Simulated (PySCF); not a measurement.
**Identify the compound**

Molecular formula: C$_{6}$H$_{4}$F$_{6}$. Simulated spectra:

¹H NMR (400 MHz, computed): δ 6.99 (m, 1H), 6.48 (m, 1H), 6.33 (m, 1H), 6.12 (m, 1H).

¹³C{¹H} NMR (computed): δ 143.8 (C), 137.9 (CH), 135.3 (CH2), 132.0 (C), 131.4 (C), 131.0 (CH).

Calculated, not measured (PySCF 2.14.0 with density-fitted response routines): GIAO PBE0/pcSseg-1 shieldings, geometry from GFN2-xTB. One computed conformer, non-relativistic, no solvent model, equivalent nuclei averaged.

δ = σ(ref) − σ, references computed at the same level: TMS for ¹H (σ = 31.72 ppm) and ¹³C (σ = 186.93 ppm).

**Question.** Propose a structure and justify it.

**Answer.** 
The formula gives 2 degrees of unsaturation (no ring in the answer). 6 carbon signals for 6 carbons: no two carbons are equivalent. Carbon types of the structure: 3 × C, 2 × CH, 1 × CH2, which accounts for all hydrogens. δC 143.8: fully substituted alkene carbon; as expected for a trigonal carbon in a double bond. δC 137.9, 131.0: alkene CH; the olefinic region. δC 135.3: terminal =CH2 carbon; as expected for a trigonal carbon in a double bond. δC 132.0, 131.4: CF3 carbon; 3 electronegative neighbours deshield it. δH 6.99, 6.33: hydrogen on an alkene CH; attached to an sp2 carbon and in the plane of the double bond. δH 6.48, 6.12: hydrogen on a terminal =CH2 carbon; attached to an sp2 carbon and in the plane of the double bond.

Structure: `C=C(/C=C/C(F)(F)F)C(F)(F)F`.

The data come from this structure; uniqueness wasn't tested.

Splittings by ¹⁹F in the carbon and heteronuclear signals aren't shown, as no couplings were computed. Shifts are as computed. Against solution values, carbons near 30 ppm lie about +3 ppm off and those near 130 ppm about +5 ppm. Of 1211 compounds with measured shifts, 218 miss one by over three times the rms of a fit or turn the order of signals round; such compounds aren't used in these exercises. No couplings were computed; multiplicities are counted from neighbouring protons, with m where these are inequivalent, close in shift, in a saturated or five-membered ring or joined by F or P, and br s for small geminal =CH2 splittings.
